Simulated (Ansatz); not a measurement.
Total energies of MnF₃ from Ansatz at PBE0-D4/def2-TZVP, gas phase (1 Eh = 27.2114 eV = 2625.5 kJ/mol). The reference geometry is relaxed at r2SCAN-D4/def2-TZVP.

```csv
state,geometry,energy (Eh)
charge 0 quintet,reference,-1450.27597
charge 1 quartet,reference,-1449.81225
charge 1 quartet,relaxed at r2SCAN-D4/def2-TZVP,-1449.84017
free Mn atom (sextet),–,-1150.76166
free F atom (doublet),–,-99.67617
```

Other spin states of the ions weren't run at this level and may lie lower.

Task: Work out the vertical ionisation energy to the quartet.

Result: E(charge 1 quartet) − E(charge 0 quintet) = -1449.81225 − (-1450.27597) = 0.46372 Eh = 12.62 eV. For comparison, −ε of the highest occupied level of the spin that leaves is 9.91 eV at this level, 2.71 eV less.

Task: How much does the charge 1 quartet relax, and what is the adiabatic ionisation energy?

Result: Relaxation: -1449.81225 − (-1449.84017) = 0.02792 Eh = 0.76 eV. Adiabatic ionisation energy: 0.43580 Eh = 11.86 eV, without zero-point energy. 

Task: What is the binding energy per atom against free atoms?

Result: Atoms: 1 × (-1150.76166) + 3 × (-99.67617) = -1449.79017 Eh. Binding: -1449.79017 − (-1450.27597) = 0.48580 Eh = 13.22 eV, or 3.30 eV for each of 4 atoms (no zero-point energy, no counterpoise term).

At PBE0-D4/def2-TZVP the charge 1 quartet is spin-contaminated (final ⟨S²⟩ up to 3.95, 3.75 for a pure state).  The singlet lies 3.21 eV above the quintet at this level but is left out (at the level of its geometry, restricted singlet, unstable towards broken spin symmetry). With broken spin symmetry it lies 1.35 eV lower (⟨S²⟩ 1.80). The triplet lies 1.45 eV above the quintet at this level but is left out (at the level of its geometry, ⟨S²⟩ 3.00, where a pure state has 2.00).
